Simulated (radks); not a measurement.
Results of a calculation; reference values are marked as such.
All-electron atom: In20+ in [Ar] 3d10 4s1. Code: a radial shooting solver on a logarithmic mesh with Libxc functionals. Model: scalar-relativistic Kohn-Sham, BLYP, spin-polarised, spherical densities, point nucleus; open shells are filled with parallel spins first (spin-orbit coupling, left out, can overturn this in heavy ions).

Normalised radial functions P(r) = r R(r), r in bohr:

r	3p up	3p down	4s down
0.001308	0.0035	0.0035	0.0795
0.001475	0.0043	0.0043	0.0882
0.001676	0.0054	0.0054	0.0983
0.00189	0.0067	0.0067	0.1088
0.002131	0.0083	0.0083	0.1201
0.002422	0.0104	0.0104	0.1333
0.002731	0.0129	0.0129	0.1467
0.003079	0.0159	0.0159	0.1610
0.0035	0.0200	0.0200	0.1774
0.003946	0.0247	0.0247	0.1937
0.004485	0.0309	0.0310	0.2119
0.005056	0.0382	0.0382	0.2296
0.005701	0.0471	0.0471	0.2478
0.006479	0.0588	0.0588	0.2672
0.007306	0.0723	0.0723	0.2850
0.008237	0.0887	0.0887	0.3018
0.009362	0.1100	0.1101	0.3180
0.01056	0.1342	0.1343	0.3306
0.012	0.1654	0.1655	0.3401
0.01353	0.2004	0.2005	0.3441
0.01525	0.2417	0.2418	0.3420
0.01733	0.2935	0.2936	0.3313
0.01954	0.3499	0.3501	0.3117
0.02221	0.4189	0.4190	0.2789
0.02504	0.4917	0.4919	0.2357
0.02824	0.5718	0.5721	0.1792
0.03209	0.6639	0.6642	0.1041
0.03618	0.7537	0.7541	0.0202
0.0408	0.8433	0.8437	-0.0748
0.04637	0.9328	0.9332	-0.1847
0.05228	1.0037	1.0041	-0.2902
0.05942	1.0557	1.0562	-0.3969
0.067	1.0719	1.0723	-0.4819
0.07554	1.0456	1.0460	-0.5414
0.08585	0.9591	0.9595	-0.5639
0.0968	0.8142	0.8145	-0.5360
0.1091	0.6024	0.6027	-0.4528
0.124	0.3039	0.3040	-0.3008
0.1399	-0.0353	-0.0354	-0.1046
0.159	-0.4404	-0.4407	0.1450
0.1792	-0.8337	-0.8341	0.3908
0.2021	-1.2069	-1.2075	0.6146
0.2297	-1.5433	-1.5439	0.7867
0.259	-1.7664	-1.7671	0.8480
0.2943	-1.8791	-1.8799	0.7762
0.3318	-1.8579	-1.8587	0.5708
0.3741	-1.7223	-1.7230	0.2457
0.4252	-1.4788	-1.4791	-0.1904
0.4794	-1.1954	-1.1950	-0.6219
0.5406	-0.8991	-0.8978	-1.0061
0.6144	-0.6085	-0.6066	-1.2937
0.6927	-0.3860	-0.3840	-1.4056
0.7873	-0.2137	-0.2121	-1.3482
0.8877	-0.1098	-0.1087	-1.1585
1.001	-0.0499	-0.0494	-0.8937
1.138	-0.0185	-0.0183	-0.5994
1.283	-0.0062	-0.0062	-0.3645
1.446	-0.0018	-0.0018	-0.1942
1.644	-0.0004	-0.0004	-0.0841
1.853	-0.0001	-0.0001	-0.0324
2.106	0.0000	0.0000	-0.0096
2.375	0.0000	0.0000	-0.0025

3p up: eigenvalue -1187.2 eV, 1 radial node at r = 0.138 bohr, <r> = 0.341 bohr, 90 % of the charge inside 0.511 bohr. 3p down: eigenvalue -1186.5 eV, 1 radial node at r = 0.138 bohr, <r> = 0.341 bohr, 90 % of the charge inside 0.511 bohr. 4s down (empty): eigenvalue -579.51 eV, 3 radial nodes at r = 0.0372, 0.148, 0.403 bohr, <r> = 0.732 bohr, 90 % of the charge inside 1.04 bohr.
